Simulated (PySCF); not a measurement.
**Interval between two levels of Co²⁺ by level of theory**

Co²⁺ [Ar] 3d7 [4F9/2, M_J = 9/2] → Co²⁺ [Ar] 3d6 4s1 [6D9/2, M_J = 9/2], as a difference of total energies. All numbers are calculated (PySCF 2.14, the two-component X2C-1e Hamiltonian, in x2c-SVPall-2c with one added diffuse shell each of s, d type (6s5p4d1f, 48 functions)). Correlated levels: [Ne] frozen; the 6 highest virtual spinors dropped. "Screened" scales the spin-orbit matrix elements by Boettger's factors to mimic the two-electron term; Breit and QED terms are absent.

```json
{"method": "GHF (spin-free)", "interval between two levels (cm⁻¹)": "39724"}
{"method": "GMP2 (spin-free)", "interval between two levels (cm⁻¹)": "48350"}
{"method": "GHF (screened spin-orbit)", "interval between two levels (cm⁻¹)": "39929"}
{"method": "GMP2 (screened spin-orbit)", "interval between two levels (cm⁻¹)": "48555"}
```

The labels give the starting determinants; with spin-orbit coupling the two ends relaxed to ⟨J²⟩ = 24.76, ⟨L²⟩ = 12.02, ⟨S²⟩ = 3.75 and ⟨J²⟩ = 24.76, ⟨L²⟩ = 6.01, ⟨S²⟩ = 8.75.
